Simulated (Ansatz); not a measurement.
```yaml
crystal:
  periodic: [false, false, false]
  atoms:
    - {symbol: O, position_ang: [-0.255517, 1.331416, -2.153997]}
    - {symbol: Ga, position_ang: [-0.180458, 1.018124, -0.535813]}
    - {symbol: N, position_ang: [0.095741, -0.589937, -0.167464]}
    - {symbol: In, position_ang: [0.262619, -1.423781, 1.494396]}
    - {symbol: H, position_ang: [-0.401016, 2.179367, -2.347842]}
    - {symbol: H, position_ang: [-0.341912, 2.055422, 0.438893]}
    - {symbol: H, position_ang: [0.178483, -1.142090, -0.912672]}
    - {symbol: H, position_ang: [0.526257, -2.977845, 1.458856]}
    - {symbol: H, position_ang: [0.115811, -0.450685, 2.725644]}
basis:
  gaussian: {orbitals: def2-TZVP, fitting: {mean_field: cc-pVTZ-jkfit}}
magnetization: {spin_polarized: true, initial_magnetization: 2}
hamiltonian: {xc: {name: wB97M-V}, dispersion: rvv10}
```

```sh
$ ansatz run in.yaml --threads 4 --pin off --events-out ev --progress --plain --max-ram 10444MiB
```

(1) How does Ansatz answer? (Best estimate.)

Answers

(1) Computed: The input was rejected before any iteration.
```
Error: invalid value for `hamiltonian.dispersion`: this functional's text states its nonlocal part
```
